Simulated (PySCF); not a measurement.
H4N (cation, charge +1), SMILES [NH4+] (CAM-B3LYP/def2-SVP optimised geometry):

```
5

N     -0.344    -0.243     0.000
H     -0.688    -0.730     0.842
H     -0.688     0.730     0.000
H      0.688    -0.243     0.000
H     -0.688    -0.730    -0.842
```

Computed with CAM-B3LYP/def2-TZVP in PySCF.

### Question
What are the frontier orbital energies?

### Answer
HOMO-2 -24.22 eV, HOMO-1 -24.22 eV, HOMO -24.22 eV, LUMO -5.18 eV, LUMO+1 -2.80 eV.

On the same geometry PySCF with PBE/def2-TZVP gives HOMO-2 -20.93 eV, HOMO-1 -20.93 eV, HOMO -20.93 eV, LUMO -6.82 eV, LUMO+1 -4.66 eV.

Meta-Löwdin charges at CAM-B3LYP/def2-TZVP: N1 -0.32, H2 0.33, H3 0.33, H4 0.33, H5 0.33.
